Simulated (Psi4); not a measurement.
H$_{2}$ClO (SMILES [OH2+]Cl), charge +1, singlet, geometry from GFN2-xTB; HF/aug-cc-pVDZ in Psi4.

Here is a job for Psi4.
```
memory 2 GB

molecule {
1 1
O    -0.04953206    1.10991468   -0.06643190
H    -0.99333882    1.37577953    0.07064769
Cl    0.05025526   -0.69019538   -0.01068915
H     0.53525584    1.47822452    0.64252305
}

set {
  basis aug-cc-pvdz
  scf_type pk
  puream true
  d_convergence 1e-8
}

energy('scf')
print_variables()
```

**Question.** Write the output that Psi4 gives for this input, abridged.

**Answer.** 
```
   => Loading Basis Set <=

    Name: AUG-CC-PVDZ
    Role: ORBITAL
    Keyword: BASIS

         ---------------------------------------------------------
                                   SCF
               by Justin Turney, Rob Parrish, Andy Simmonett
                          and Daniel G. A. Smith
                              RHF Reference
         ---------------------------------------------------------

  ==> Geometry <==

    Molecular point group: c1
    Full point group: C1

    Geometry (in Angstrom), charge = 1, multiplicity = 1:

       Center              X                  Y                   Z               Mass
    ------------   -----------------  -----------------  -----------------  -----------------
         O           -0.059034622387     1.176091574236    -0.052886855683    15.994914619570
         H           -1.002841382387     1.441956424236     0.084192734317     1.007825032230
         CL           0.040752697613    -0.624018485764     0.002855894317    34.968852682000
         H            0.525753277613     1.544401414236     0.656068094317     1.007825032230

  Running in c1 symmetry.

  Rotational constants: A =      9.83915  B =      0.41333  C =      0.40362 [cm^-1]
  Rotational constants: A = 294970.23873  B =  12391.41654  C =  12100.14939 [MHz]
  Nuclear repulsion =   56.543306772931558

  Charge       = 1
  Multiplicity = 1
  Electrons    = 26
  Nalpha       = 13
  Nbeta        = 13

  ==> Algorithm <==

  SCF Algorithm Type is PK.
  DIIS enabled.
  MOM disabled.
  Fractional occupation disabled.
  Guess Type is SAD.
  Energy threshold   = 1.00e-06
  Density threshold  = 1.00e-08
  Integral threshold = 1.00e-12

  ==> Primary Basis <==

  Basis Set: AUG-CC-PVDZ
    Blend: AUG-CC-PVDZ
    Number of shells: 30
    Number of basis functions: 68
    Number of Cartesian functions: 72
    Spherical Harmonics?: true
    Max angular momentum: 2

  ==> Integral Setup <==

  Using in-core PK algorithm.
   Calculation information:
      Number of atoms:                   4
      Number of AO shells:              30
      Number of primitives:             92
      Number of atomic orbitals:        72
      Number of basis functions:        68

      Integral cutoff                 1.00e-12
      Number of threads:                 1

  Performing in-core PK
  Using 5506062 doubles for integral storage.
  We computed 108345 shell quartets total.
  Whereas there are 108345 unique shell quartets.

  ==> DiskJK: Disk-Based J/K Matrices <==

    J tasked:                  Yes
    K tasked:                  Yes
    wK tasked:                  No
    Schwarz Cutoff:          1E-12

  Minimum eigenvalue in the overlap matrix is 1.3199958938E-03.
  Reciprocal condition number of the overlap matrix is 1.9357255117E-04.
    Using symmetric orthogonalization.

  ==> Pre-Iterations <==

  SCF Guess: Superposition of Atomic Densities via on-the-fly atomic UHF (no occupation information).

   -------------------------
    Irrep   Nso     Nmo
   -------------------------
     A         68      68
   -------------------------
    Total      68      68
   -------------------------

  ==> Iterations <==

                        Total Energy        Delta E     RMS |[F,P]|

   @RHF iter SAD:  -535.07607878669808   -5.35076e+02   0.00000e+00
   @RHF iter   1:  -535.09124778720798   -1.51690e-02   4.03898e-03 DIIS/ADIIS
   @RHF iter   2:  -535.13815611726704   -4.69083e-02   1.09219e-03 DIIS/ADIIS
   @RHF iter   3:  -535.14135515679584   -3.19904e-03   3.45312e-04 DIIS/ADIIS
   @RHF iter   4:  -535.14182169987384   -4.66543e-04   1.67845e-04 DIIS/ADIIS
   @RHF iter   5:  -535.14190520566069   -8.35058e-05   5.13978e-05 DIIS
   @RHF iter   6:  -535.14192434478025   -1.91391e-05   1.67873e-05 DIIS
   @RHF iter   7:  -535.14192578343182   -1.43865e-06   3.65234e-06 DIIS
   @RHF iter   8:  -535.14192586086449   -7.74327e-08   6.53944e-07 DIIS
   @RHF iter   9:  -535.14192586383149   -2.96700e-09   1.65744e-07 DIIS
   @RHF iter  10:  -535.14192586407864   -2.47155e-10   5.89548e-08 DIIS
   @RHF iter  11:  -535.14192586412821   -4.95675e-11   2.37667e-08 DIIS
   @RHF iter  12:  -535.14192586413787   -9.66338e-12   1.19690e-08 DIIS
   @RHF iter  13:  -535.14192586414106   -3.18323e-12   4.53965e-09 DIIS
  Energy and wave function converged.

  ==> Post-Iterations <==

    Orbital Energies [Eh]
    ---------------------

    Doubly Occupied:

[...]
      13A     -0.746944

    Virtual:

[...]
      68A      3.857875

    Final Occupation by Irrep:
              A
    DOCC [    13 ]
    NA   [    13 ]
    NB   [    13 ]

  @RHF Final Energy:  -535.14192586414106

   => Energetics <=

    Nuclear Repulsion Energy =             56.5433067729315582
    One-Electron Energy =                -843.5150496085007035
    Two-Electron Energy =                 251.8298169714279879
    Total Energy =                       -535.1419258641410579

Computation Completed

Properties will be evaluated at   0.000000,   0.000000,   0.000000 [a0]

Properties computed using the SCF density matrix

 Multipole Moments:

 ------------------------------------------------------------------------------------
     Multipole            Electronic (a.u.)      Nuclear  (a.u.)        Total (a.u.)
 ------------------------------------------------------------------------------------

 L = 1.  Multiply by 2.5417464519 to convert [e a0] to [Debye]
 Dipole X            :          0.1559422           -0.4848456           -0.3289034
 Dipole Y            :         -2.0104275            3.3765176            1.3660901
 Dipole Z            :         -0.0566804            0.6911034            0.6344230
 Magnitude           :                                                    1.5417108

 ------------------------------------------------------------------------------------

  Variable Map:
  ----------------------------------------------------------------------------
[...]
  Array Variable Map:
  ----------------------------------------------------------------------------
[...]
[...]
```
